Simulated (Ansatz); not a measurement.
Species: CH3O3, SMILES `O[C](O)O` (charge 0, multiplicity 2), formula CH3O3.

**Question.** How many basis functions does frozen-core CCSD(T)/cc-pVTZ // B3LYP-D3(BJ)/def2-TZVP in Ansatz (a program for electronic structure) use, how many core orbitals are frozen, and how many electrons are correlated?

**Answer.** 162 basis functions and 4 frozen orbitals, which leaves 25 correlated electrons. Core time is of the order of minutes.
